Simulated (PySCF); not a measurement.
H₄BN, charge +1, doublet, at a GFN2-xTB geometry (a state made from the parent by changing its charge; the spin is typed, not shown lowest). Base run: DF-PBE/cc-pVDZ (PySCF).

PySCF was given this input:
```python
from pyscf import gto, scf, dft

mol = gto.M(
    atom='''
B    -0.73130621    0.03665242   -0.00704812
N     0.60086384   -0.03011476    0.00579095
H    -1.51017053   -0.84599977   -0.16863775
H    -1.42098447    0.99290666    0.14038813
H     1.23321839    0.75151551   -0.16929741
H     1.14842081   -0.87088115    0.19225095
''',
    basis='cc-pvdz',
    charge=1,
    spin=1,
    verbose=4,
)

mf = dft.UKS(mol)
mf.xc = 'pbe'
mf = mf.density_fit(auxbasis='def2-universal-jkfit')
mf.kernel()
```

Each row names what was changed in the base input (with any setting that the change needs).

```json
[
 {"change": "base", "basis functions": "48", "E (Eh)": "-81.52626", "HOMO (eV)": "-15.27", "core-seconds (rough)": "3"},
 {"change": "basis = 6-31G", "basis functions": "26", "E (Eh)": "-81.50492", "HOMO (eV)": "-15.27", "core-seconds (rough)": "2"},
 {"change": "basis = pcseg-0", "basis functions": "26", "E (Eh)": "-81.31131", "HOMO (eV)": "-15.42", "core-seconds (rough)": "2"},
 {"change": "basis = LANL2DZ", "basis functions": "26", "E (Eh)": "-81.51353", "HOMO (eV)": "-15.33", "core-seconds (rough)": "2"},
 {"change": "basis = 6-31G**", "basis functions": "48", "E (Eh)": "-81.52752", "HOMO (eV)": "-15.25", "core-seconds (rough)": "3"},
 {"change": "basis = pc-1", "basis functions": "48", "E (Eh)": "-81.50829", "HOMO (eV)": "-15.36", "core-seconds (rough)": "3"},
 {"change": "basis = pcseg-1", "basis functions": "48", "E (Eh)": "-81.50695", "HOMO (eV)": "-15.36", "core-seconds (rough)": "3"},
 {"change": "basis = def2-SVPD", "basis functions": "72", "E (Eh)": "-81.46824", "HOMO (eV)": "-15.37", "core-seconds (rough)": "5"},
 {"change": "basis = def2-TZVPD", "basis functions": "110", "E (Eh)": "-81.55612", "HOMO (eV)": "-15.34", "core-seconds (rough)": "8"},
 {"change": "basis = cc-pVTZ", "basis functions": "116", "E (Eh)": "-81.55538", "HOMO (eV)": "-15.33", "core-seconds (rough)": "8"},
 {"change": "basis = pcseg-2", "basis functions": "116", "E (Eh)": "-81.55878", "HOMO (eV)": "-15.34", "core-seconds (rough)": "8"},
 {"change": "basis = aug-cc-pVTZ", "basis functions": "184", "E (Eh)": "-81.55595", "HOMO (eV)": "-15.34", "core-seconds (rough)": "10"},
 {"change": "basis = def2-QZVP", "basis functions": "234", "E (Eh)": "-81.56373", "HOMO (eV)": "-15.34", "core-seconds (rough)": "20"}
]
```

Totals compare only among sets that treat the same electrons; sets with core potentials leave the core out.

Open shells are given as the SCF converged; they aren't shown to be the lowest states, and a large step between rows can be another state.
